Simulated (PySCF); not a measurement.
## Removing an electron from `C=C(C)[C@H]1C=C[CH2][GeH2]1`

Species: C7H12Ge.
Geometry (PBE0-D3(BJ)/def2-SVP, Å), atoms numbered from 1 in this order:
```
atom  x, y, z in Å
C1     1.522   -1.308    0.772
C2     1.376   -0.106    0.199
C3     2.485    0.903    0.172
C4     0.084    0.342   -0.428
C5    -0.882   -0.759   -0.773
C6    -2.109   -0.804   -0.234
C7    -2.566    0.257    0.728
Ge8   -1.011    1.464    0.803
H9     2.465   -1.598    1.243
H10    0.703   -2.032    0.793
H11    2.178    1.839    0.670
H12    3.389    0.531    0.674
H13    2.748    1.171   -0.865
H14    0.317    0.938   -1.329
H15   -0.550   -1.539   -1.468
H16   -2.794   -1.619   -0.495
H17   -2.827   -0.165    1.712
H18   -3.466    0.778    0.362
H19   -1.315    2.870    0.245
H20   -0.372    1.592    2.197
```

Level: CAM-B3LYP/def2-SVPD (PySCF). Frontier orbitals with their largest atomic shares (Löwdin; up to four atoms above 4 %):

```tsv
orbital	ε (eV)	main atoms
HOMO−3	-10.25	Ge8 22 %, C4 19 %, H20 12 %, C5 9 %
HOMO−2	-9.76	C7 31 %, Ge8 20 %, C6 9 %, C4 8 %
HOMO−1	-8.54	C5 32 %, C6 31 %, C7 8 %, C4 7 %
HOMO	-7.96	?
LUMO	1.12	Ge8 34 %, H19 9 %, H20 6 %, C6 6 %
LUMO+1	1.22	Ge8 23 %, C1 10 %, C2 10 %, C3 8 %
LUMO+2	1.45	C6 15 %, C2 11 %, C5 10 %, C1 9 %
```

**Question.** What vertical ionisation energy does ΔSCF give, and how far is −ε(HOMO) from it?

**Answer.** ΔSCF: 8.56 eV (826 kJ/mol; threshold wavelength 145 nm); ⟨S²⟩ of the doublet left behind is 0.759, against 0.75 for a pure doublet. −ε(HOMO) is 7.96 eV, 0.60 eV below it. For the exact functional −ε(HOMO) would equal the first vertical ionisation energy; CAM-B3LYP (range-separated hybrid) falls short of its own ΔSCF value by 7 %. Holes in the HOMO−1 and HOMO−2 were tried too where these lie within 1.2 eV of the HOMO; the lowest converged state counts.

**Question.** On which atoms does the HOMO lie?

**Answer.** C1 (terminal =CH2 carbon) 32 %, C2 (fully substituted alkene carbon) 25 %, C4 (sp3 carbon bound to germanium) 12 %, Ge8 (germanium bonded to 2 C and 2 H) 8 %, so no atom holds as much as 40 %. The HOMO−1 lies 0.58 eV lower.

**Question.** How many of the 10 lowest singlet excitations (vertical TDDFT, same level) lie below the ionisation energy?

**Answer.** All 10; they run from 6.36 to 7.47 eV.

**Question.** What kinetic energy would electrons from this vertical process carry with Lyman-α light (10.199 eV)?

**Answer.** 10.20 − 8.56 = 1.64 eV.

Geometry: PBE0-D3(BJ)/def2-SVP, one conformer, isolated molecule. The calculation is non-relativistic, for germanium too.
